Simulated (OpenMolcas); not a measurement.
# Predicting a hybrid from its neighbours: C2H6AlCl

The species is C2H6AlCl (10 atoms), meant as a singlet with charge 0. As SMILES, `[CH3][Al]([CH3])[Cl]`. The shape is that of a PBE0-D4/def2-TZVP optimisation.

The vertical ionisation energy (to the doublet cation) y, in eV, basis cc-pVDZ; a is the functional's share of exact exchange. Programs: OpenMolcas 26.06.

| functional | program | a | y (eV) |
| --- | --- | --- | --- |
| BLYP | OpenMolcas | 0 | 9.26 |
| TPSS | OpenMolcas | 0 | 9.47 |
| B3LYP | OpenMolcas | 0.2 | ? |
| PBE0 | OpenMolcas | 0.25 | 9.82 |
| BHLYP | OpenMolcas | 0.5 | 10.02 |

Task: Fit y = c + s·a to the known rows and predict B3LYP.

Result: 
1. Means of the 4 rows: a = 0.1875, y = 9.643.
2. Σ(Δa)² = 0.17188, Σ(Δa·Δy) = 0.23312, so the slope is 0.23312/0.17188 = 1.3563.
3. Intercept: 9.643 − (1.3563) × 0.1875 = 9.389. The largest residual of the fit is 0.13.
4. B3LYP: 9.389 + (1.3563) × 0.2 = 9.66 eV.

The run gave 9.75 eV, so the prediction is off by -0.09 eV, within the largest residual. The rows mix families of semi-local functionals, which the line can't see.
